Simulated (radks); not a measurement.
Computed order of ionisation of silver. At each step one electron was removed from each of the four highest sub-shells of the ion before, moves of one valence electron (up to charge 6) and the configuration listed by NIST were tried, and the lowest configuration was kept. Calculated with a radial shooting solver on a logarithmic mesh with Libxc functionals: scalar-relativistic Kohn-Sham, r2SCAN, spin-polarised, spherical densities, finite nucleus; meta-GGA in the generalised Kohn-Sham scheme; Fermi nuclear charge, rms radius of each element as measured or else 0.836 A^(1/3) + 0.57 fm. Open shells are filled with parallel spins first.

species  lowest configuration found  NIST configuration  margin to the next tried (eV)  IE (eV)  NIST IE (eV)       kind
Ag                    [Kr] 4d10 5s1                same                          4.017    7.791         7.576       exp.
Ag+                       [Kr] 4d10                same                          5.209   22.060        21.484       exp.
Ag2+                       [Kr] 4d9                same                          8.437   35.612          34.8  semi-emp.
Ag3+                       [Kr] 4d8                same                         11.897   50.414            49     theory
Ag4+                       [Kr] 4d7                same                         15.473   66.208            65     theory
Ag5+                       [Kr] 4d6                same                         19.015   82.749            82     theory
Ag6+                       [Kr] 4d5                same                         30.618   107.74           106     theory
Ag7+                       [Kr] 4d4                same                         51.704   126.96           125     theory
Ag8+                       [Kr] 4d3                same                         53.849   146.84           145     theory
Ag9+                       [Kr] 4d2                same                         56.155   167.31           167     theory
Ag10+                      [Kr] 4d1                same                         58.662   188.25           188     theory
Ag11+                          [Kr]                same                         61.434   274.14         271.5  semi-emp.
Ag12+             [Ar] 3d10 4s2 4p5                same                         41.954   297.67           294     theory
Ag13+             [Ar] 3d10 4s2 4p4                same                         42.411   320.79           321     theory

Reference values: NIST Atomic Spectra Database (exp. = measured, semi-emp. = semi-empirical, theory = theoretical value adopted there). Open shells are spherical and high-spin; term and fine-structure splittings are not resolved.
